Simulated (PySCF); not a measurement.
C3H7B3O3.
SMILES: `C=CB1OBOB(C)O1`

The closed-shell SCF was solved with PySCF and density fitting under several settings on one GFN2-xTB geometry (grid level 2 and gas phase unless stated).

```csv
settings,basis functions,SCF cycles,E (Eh),HOMO (eV),LUMO (eV),dipole (D)
PBE0/pcSseg-1,188,14,-418.5194,-8.19,-1.23,0.74
CAM-B3LYP/def2-SVPD,245,12,-418.5829,-9.53,-0.13,0.72
```

Q: Estimate the rows for these settings: (1) PBE0/6-31++G**, start guess atom, fitting basis def2-universal-jkfit; (2) PBE0/def2-SVPD, grid level 4; (3) B97-D/IGLO-II.

A: 
| settings | basis functions | SCF cycles | E (Eh) | HOMO (eV) | LUMO (eV) | dipole (D) |
| --- | --- | --- | --- | --- | --- | --- |
| PBE0/6-31++G**, start guess atom, fitting basis def2-universal-jkfit | 204 | 11 | -418.5780 | -8.14 | -1.23 | 0.73 |
| PBE0/def2-SVPD, grid level 4 | 245 | 14 | -418.2762 | -8.22 | -1.28 | 0.76 |
| B97-D/IGLO-II | 240 | 15 | -418.8729 | -6.95 | -2.05 | 0.77 |

Q: Over all rows, what range does the HOMO–LUMO gap span?

A: From 4.90 eV (B97-D/IGLO-II) to 9.40 eV (CAM-B3LYP/def2-SVPD). The functional of the narrowest has no exact exchange, that of the widest range-separated exact exchange.

Q: Compare two rows with the functional PBE0: PBE0/pcSseg-1 and PBE0/6-31++G**, start guess atom, fitting basis def2-universal-jkfit. Which energy is lower, and by how much?

A: PBE0/6-31++G**, start guess atom, fitting basis def2-universal-jkfit (204 functions) lies 0.0586 Eh or 37 kcal/mol below PBE0/pcSseg-1 (188 functions).

B97-D ran without the empirical dispersion term, which would shift the total energy alone. Cycle counts include a coarse-grid stage where the run had one. All basis functions are spherical, in the Pople sets too.

The values belong to the conformer `[CH2:1]=[CH:2][B:3]1[O:4][BH:5][O:6][B:7]([CH3:8])[O:9]1`: C1–C2–B3–O4 0°.
